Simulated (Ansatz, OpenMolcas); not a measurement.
GeSiNH7 (SMILES [SiH3][NH][GeH3]): methods side by side

GeSiNH7 has 10 atoms, charge 0, and is taken as a singlet. SMILES: `[SiH3][NH][GeH3]`. The coordinates come from a PBE0-D4/def2-TZVP relaxation.

Quantity: the vertical ionisation energy (to the doublet cation), in eV. The values are calculated.

```tsv
level	kind	program	value (eV)	CPU time (all runs)
HF/def2-SVP	Hartree–Fock	OpenMolcas	8.36	37 s
SVWN5/def2-SVP	LDA	Ansatz	9.00	13 s
BLYP/def2-SVP	GGA	Ansatz	8.77	24 s
M06-L/def2-SVP	meta-GGA	OpenMolcas	9.06	3.8 min
r2SCAN/def2-SVP	meta-GGA	Ansatz	9.04	50 s
M06-2X/def2-SVP	hybrid meta-GGA	OpenMolcas	9.48	3.6 min
PBE0/def2-SVP	global hybrid	OpenMolcas	9.17	2.7 min
CAM-B3LYP/def2-SVP	range-separated hybrid	Ansatz	9.30	34 s
MP2/def2-SVP	perturbation theory	Ansatz	9.51	11 s
CCSD/def2-SVP	coupled cluster or CI	Ansatz	9.20	2 min
```

All-electron rows without a relativistic Hamiltonian named are non-relativistic. The values span 8.36 to 9.51 eV. In the correlated wave-function rows the outer d shell of Ge is correlated, in sets not made for it. CPU times are rough (shared hosts, several kinds of processor and program).
